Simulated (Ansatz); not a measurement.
`O[SiH2]/C(O)=C\Cl` + H₂O → `OC(O)=CCl` + silanol  (formal hydrolysis of a C–Si bond)

Computed with Ansatz on PBE0-D4/def2-TZVP structures; ΔE is electronic, products minus reactants. CBS: MP2 limit from def2 TZ/QZ plus the TZ coupled-cluster correction, frozen cores. This one scheme is used for every species. DFT in def2-TZVPP. B3LYP here is the variant with VWN-RPA as its local correlation; programs differ in this. One conformer a species, not always the lowest.

```
             level  ΔE (kJ/mol)  difference from CCSD(T)/CBS
            PBE-D4         39.1                        -10.6
         r2SCAN-D4         35.2                        -14.5
           PBE0-D4         36.3                        -13.4
          B3LYP-D4         38.8                        -10.9
           ωB97X-V         32.4                        -17.3
           ωB97M-V         38.1                        -11.6
            B2PLYP         35.4                        -14.3
               PBE         32.6                        -17.1
            r2SCAN         33.3                        -16.4
              PBE0         30.4                        -19.3
             B3LYP         28.3                        -21.4
     HF/def2-TZVPP         13.2                        -36.5
    MP2/def2-TZVPP         47.5                         -2.2
SCS-MP2/def2-TZVPP         41.8                         -7.9
   CCSD/def2-TZVPP         39.5                        -10.2
CCSD(T)/def2-TZVPP         43.0                         -6.7
     HF/def2-QZVPP         13.4                        -36.3
    MP2/def2-QZVPP         51.4                          1.7
SCS-MP2/def2-QZVPP         45.7                         -4.0
      HF/CBS(def2)         13.5                        -36.2
     MP2/CBS(def2)         54.2                          4.5
    CCSD/CBS(def2)         46.1                         -3.6
       CCSD(T)/CBS         49.7                            0
```

Largest T1 diagnostic among the species: 0.012.

In def2-TZVPP, CCSD(T) changes the Hartree–Fock value by +29.9 kJ/mol (the triples alone add +3.6 kJ/mol) and MP2 by +34.4 kJ/mol. The D4 term adds +10.6 kJ/mol with B3LYP and +5.9 kJ/mol with PBE0; it sums over pairs of atoms, weighted by their polarisabilities, and B3LYP, whose exchange is more repulsive, gets the larger term.
